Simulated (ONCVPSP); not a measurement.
In (Z = 49): one change to an ONCV potential, before and after

```json
{
  "Element": "In",
  "Generator": "ONCVPSP 4.0.1",
  "Type": "optimised norm-conserving Vanderbilt (ONCV)",
  "Functional": "BLYP",
  "Relativity": "scalar-relativistic",
  "Frozen core": "[Kr] 4d10",
  "Valence charge": "3",
  "Reference configuration": "5s1 5p2",
  "Partial waves": "5s: rc 2.15 bohr, ncon 4, nbas 7, qcut 2.5 1/bohr, 2 projectors, debl 0.4 Ha; 5p: rc 2.00 bohr, ncon 5, nbas 8, qcut 4.6 1/bohr, 2 projectors, debl 2 Ha",
  "Local potential": "polynomial inside 1.75 bohr (lpopt 5, dvloc0 0 Ha)",
  "Core correction": "polynomial model core, fcfact 0.45"
}
```

Change: s: rc 3.02.

Cutoffs: the cutoffs (Ha) at which the residual kinetic energy of the hardest occupied pseudo-wave falls to 1 and 0.1 mHa per electron; they do not see the model core or the augmentation charge, which bear on the density cutoff. Errors are all-electron minus pseudo energies relative to the spin-unpolarised reference configuration.

What does the change do?

The potential gets neither clearly harder nor softer (33 Ha and 46 Ha → 33 Ha and 46 Ha); both files keep a bound ghost (p); the lowest positive-energy flag moves from s at 31.4 eV to s at 15.5 eV; of the 4 tests that both files solve, the error grows in 2 and shrinks in 2 by more than 15 % and 0.3 meV (median size 11.5 → 34.4 meV).

| quantity | base | changed |
| --- | --- | --- |
| cutoff, loose | 33 Ha | 33 Ha |
| cutoff, tight | 46 Ha | 46 Ha |
| loose cutoff by channel | s 19 Ha, p 33 Ha | s 3.7 Ha, p 33 Ha |
| bound ghosts | p | p |
| GHOST(+) flags under 300 eV | s at 31.4 eV | s at 15.5 eV |
| error for 5s2 5p1, meV [ΔE -5.87 eV] | -11 | -43 |
| error for 5s2 5p0, meV [ΔE -0.51 eV] | -0.3 | -26 |
| error for 5s1 5p0, meV [ΔE 18.81 eV] | -80 | -67 |
| error for 5s1 5p1, meV [ΔE 6.07 eV] | -12 | -9.9 |
| p: phases at 2.04 bohr within 0.05 rad from the reference energy up to (Ha; the scan ends near 5) | to the end of the scan | to the end of the scan |
| rms error of d²Exc/dni dnj with the model core, mHa | 1.78 | 0.84 |

 A true bound ghost makes a file unfit for plane-wave use even where its test errors are small: the radial tests pick states by their node count and pass the ghost by.
